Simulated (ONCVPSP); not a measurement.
Plane-wave convergence, ONCV potential for chromium

- Element: chromium (Cr)
- Generator: ONCVPSP 4.0.1
- Type: optimised norm-conserving Vanderbilt (ONCV)
- Functional: PBE
- Relativity: scalar-relativistic
- Frozen core: [Ar]
- Valence charge: 6
- Reference configuration: 3d5 4s1
- Partial waves: 4s: rc 2.80 bohr, ncon 5, nbas 9, qcut 2.2 1/bohr, 2 projectors, debl 2.6 Ha; p scattering state at 0.32 Ha: rc 2.95 bohr, ncon 4, nbas 7, qcut 3.2 1/bohr, 2 projectors, debl 1.4 Ha; 3d: rc 1.55 bohr, ncon 4, nbas 9, qcut 10 1/bohr, 2 projectors, debl 3.2 Ha
- Local potential: polynomial inside 1.20 bohr (lpopt 5, dvloc0 0 Ha)
- Core correction: polynomial model core, fcfact 0.25

In the p channel the program set the typed energies aside and used 0.050, 1.450 Ha.

Task: For each optimised wave give the share of its norm inside rc, the residual kinetic energy above qcut (Ha) and the cutoffs (Ha) for errors of 10, 1, 0.1 and 0.01 mHa per electron.

Result:

| wave | norm inside rc | residual KE | 10 mHa | 1 mHa | 0.1 mHa | 0.01 mHa |
| --- | --- | --- | --- | --- | --- | --- |
| 4s | 0.363 | 2.6e-03 | 1.5 | 4.5 | 22.9 | 28.5 |
| s projector 2 | 0.163 | 2.4e-01 | 9.2 | 31.1 | 36.9 | 40.6 |
| p projector 1 | 0.374 | 2.1e-05 | 0.8 | 2.5 | 4.2 | 6.3 |
| p projector 2 | 0.186 | 2.2e-04 | 3.6 | 4.7 | 5.9 | 19.9 |
| 3d | 0.640 | 9.2e-06 | 31.6 | 38.2 | 43.4 | 49.8 |
| d projector 2 | 0.154 | 4.6e-05 | 35.5 | 42.4 | 48.2 | 102.5 |

The occupied waves need 38 Ha and 43 Ha for 1 and 0.1 mHa. Note: no bound ghost flagged; GHOST(+) flagged for s at 5.4 eV, p at 52.3 eV. 3 of 4 tests not solved or not reliable.
